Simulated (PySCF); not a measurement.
heptane (C₇H₁₆), singlet, at a GFN2-xTB geometry. Base run: DF-PBE0/6-31G run with PySCF.

Here is a job for PySCF.
```python
from pyscf import gto, scf, dft

mol = gto.M(
    atom='''
C    -3.79657911    0.31018279   -0.09302422
C    -2.52859005   -0.44769433    0.28079844
C    -1.26986507    0.30805409   -0.13814249
C     0.00516824   -0.44508087    0.23306704
C     1.26266402    0.31208889   -0.18659599
C     2.53889349   -0.43962086    0.18384503
C     3.78923514    0.32226845   -0.23815949
H    -4.68021131   -0.24471499    0.21383501
H    -3.84498247    0.46515586   -1.16877900
H    -3.81640519    1.28331727    0.39300469
H    -2.50827188   -0.61047697    1.36091689
H    -2.53684222   -1.42843999   -0.20048809
H    -1.29096536    0.47120627   -1.21843580
H    -1.26239514    1.28916566    0.34296226
H    -0.00246657   -1.42645242   -0.24770391
H     0.02609806   -0.60865296    1.31338885
H     1.27047720    1.29320102    0.29450218
H     1.24190698    0.47524162   -1.26689588
H     2.53185385   -1.42036458   -0.29746470
H     2.56042419   -0.60240157    1.26394028
H     3.79596070    0.47732934   -1.31496902
H     4.68572127   -0.22979326    0.03464170
H     3.82453797    1.29549075    0.24681466
''',
    basis='6-31g',
    verbose=4,
)

mf = dft.RKS(mol)
mf.xc = 'pbe0'
mf = mf.density_fit(auxbasis='def2-universal-jkfit')
mf.kernel()
```

Variants of this job, named by their change:

| change | E (Eh) | HOMO (eV) | HOMO-LUMO gap (eV) | dipole (D) | core-seconds (rough) | outcome |
|---|---|---|---|---|---|---|
| base | -275.97893 | -8.29 | 11.09 | 0.05 | 20 | converged |
| functional = mn15 | ___ | ___ | ___ | 0.05 | 20 | converged |
| functional = hse06 | -276.00064 | -7.89 | 10.29 | 0.05 | 30 | converged |
| functional = hf | -274.28872 | -11.51 | 17.64 | 0.06 | 2 | converged |
| functional = scan | -276.17444 | -7.23 | 9.57 | 0.05 | 40 | converged |
| functional = b97m_v | - | - | - | - | - | cut at the time limit |
| functional = wb97x | ___ | ___ | ___ | 0.05 | 20 | converged |
| functional = tpssh | ___ | ___ | ___ | 0.05 | 20 | converged |
| functional = pbe | -275.92051 | -6.89 | 8.76 | 0.05 | 30 | converged |
| functional = bhandhlyp | -276.12474 | -9.55 | 13.18 | 0.05 | 20 | converged |
| functional = wb97x_v | - | - | - | - | - | cut at the time limit |
| functional = camb3lyp | -276.14395 | -9.64 | 13.42 | 0.05 | 20 | converged |
| functional = bp86 | -276.31393 | -6.99 | 8.82 | 0.05 | 30 | converged |

**Question.** Some entries are withheld; supply them.

**Answer.** 
- functional = mn15, E (Eh): -275.93437
- functional = mn15, HOMO (eV): -8.96
- functional = mn15, HOMO-LUMO gap (eV): 12.40
- functional = wb97x, E (Eh): -276.25583
- functional = wb97x, HOMO (eV): -10.69
- functional = wb97x, HOMO-LUMO gap (eV): 15.62
- functional = tpssh, E (Eh): -276.35388
- functional = tpssh, HOMO (eV): -7.51
- functional = tpssh, HOMO-LUMO gap (eV): 10.04

Total energies compare only within one method and basis.
